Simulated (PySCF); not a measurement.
[Ti(Cl)4], neutral singlet in the gas phase. 

Cartesian coordinates (Å):
```xyz
5

Ti     0.0021     0.0122    -0.0035
Cl     1.4206    -0.9701     1.3194
Cl     1.0727     0.9675    -1.6368
Cl    -1.1030     1.5165     1.1105
Cl    -1.3825    -1.4583    -0.8081
```
Charge 0, multiplicity 1.

All levels are single points at this geometry (BP86-D3(BJ)/def2-SVP); Pople sets use spherical d functions. Orbital energies aren't observables, and empty levels follow the basis.

```
level                                   HOMO (eV)  LUMO (eV)  gap (eV)  dipole (D)  vertical IE, Delta-SCF (eV)
--------------------------------------  ---------  ---------  --------  ----------  ---------------------------
TPSSh-D3(BJ)/def2-TZVP in PySCF             -8.92      -4.32      4.60        0.00                            –
B3LYP/6-31G* (LANL2DZ on Ti) in PySCF       -9.49      -4.42      5.07        0.00                        11.55
M06-2X/6-31G* (LANL2DZ on Ti) in PySCF     -11.09      -3.58      7.51        0.00                            –
HF/3-21G in PySCF                          -13.50      -1.17     12.33        0.01                            –
HF/6-31G* (LANL2DZ on Ti) in PySCF         -13.12      -0.97     12.14        0.01                            –
HF/STO-3G in PySCF                         -11.60       4.12     15.72        0.01                            –
```
